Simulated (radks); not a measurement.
Sm IV, 59 electrons, occupied as [Xe] 4f4 5d1 (not the ground configuration). All-electron calculation, scalar-relativistic Kohn-Sham, LDA (Slater exchange, Perdew-Wang correlation), spin-polarised, spherical densities, finite nucleus; open shells are filled with parallel spins first (spin-orbit coupling, left out, can overturn this in heavy ions); Fermi nuclear charge, rms radius 5.0819 fm. Program: a radial shooting solver on a logarithmic mesh with Libxc functionals.

Normalised radial functions P(r) = r R(r), r in bohr:

| r | 4f up |
|---|---|
| 0.0008119 | 0.0000 |
| 0.0009376 | 0.0000 |
| 0.001083 | 0.0000 |
| 0.001251 | 0.0000 |
| 0.001444 | 0.0000 |
| 0.001668 | 0.0000 |
| 0.001926 | 0.0000 |
| 0.002225 | 0.0000 |
| 0.002569 | 0.0000 |
| 0.002967 | 0.0000 |
| 0.003427 | 0.0000 |
| 0.003957 | 0.0000 |
| 0.00457 | 0.0000 |
| 0.005278 | 0.0000 |
| 0.006096 | 0.0000 |
| 0.00704 | 0.0000 |
| 0.00813 | 0.0000 |
| 0.00939 | 0.0000 |
| 0.01084 | 0.0000 |
| 0.01252 | 0.0001 |
| 0.01446 | 0.0001 |
| 0.0167 | 0.0002 |
| 0.01929 | 0.0003 |
| 0.02228 | 0.0005 |
| 0.02573 | 0.0008 |
| 0.02971 | 0.0014 |
| 0.03432 | 0.0023 |
| 0.03963 | 0.0037 |
| 0.04577 | 0.0061 |
| 0.05286 | 0.0098 |
| 0.06104 | 0.0155 |
| 0.0705 | 0.0243 |
| 0.08142 | 0.0375 |
| 0.09403 | 0.0568 |
| 0.1086 | 0.0846 |
| 0.1254 | 0.1233 |
| 0.1448 | 0.1756 |
| 0.1673 | 0.2439 |
| 0.1932 | 0.3300 |
| 0.2231 | 0.4338 |
| 0.2577 | 0.5528 |
| 0.2976 | 0.6813 |
| 0.3436 | 0.8102 |
| 0.3969 | 0.9277 |
| 0.4583 | 1.0206 |
| 0.5293 | 1.0774 |
| 0.6113 | 1.0909 |
| 0.706 | 1.0598 |
| 0.8153 | 0.9882 |
| 0.9416 | 0.8843 |
| 1.087 | 0.7590 |
| 1.256 | 0.6241 |
| 1.45 | 0.4903 |
| 1.675 | 0.3670 |
| 1.935 | 0.2604 |
| 2.234 | 0.1739 |
| 2.58 | 0.1082 |
| 2.98 | 0.0620 |
| 3.441 | 0.0322 |
| 3.974 | 0.0149 |
| 4.59 | 0.0060 |
| 5.301 | 0.0021 |
| 6.122 | 0.0006 |
| 7.07 | 0.0001 |

4f up: eigenvalue -41.036 eV, 0 radial nodes, <r> = 0.849 bohr, 90 % of the charge inside 1.42 bohr.
